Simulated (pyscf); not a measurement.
Structures and frequencies: ωB97X-D3(BJ)/def2-SVP in PySCF.

SMILES: FC#CC(F)(F)F
```xyz
7

F     -1.1356     1.3105     0.5331
C     -0.8785     0.1830     0.0047
C     -0.6342    -0.8807    -0.4944
C     -0.3394    -2.1905    -1.1036
F     -0.1529    -3.1249    -0.1659
F     -1.3449    -2.5926    -1.8879
F      0.7670    -2.1361    -1.8523
```
Charge 0, spin multiplicity 1.

Problem. How much does it cost (ΔH, 298 K, ωB97M-D3(BJ)/def2-TZVP) to split `[F][C]#[C][C]([F])([F])[F]` at its C–C bond into •C≡C–F + F–C•(F)–F?

Solution. C–C to •C≡C–F + F–C•(F)–F: 123.9 kcal/mol. The 7 functionals that were run give +116.8 (r²SCAN) to +125.6 kcal/mol (M06-2X). The radicals are drawn with the spin at the cut bond; how far it spreads was not checked.
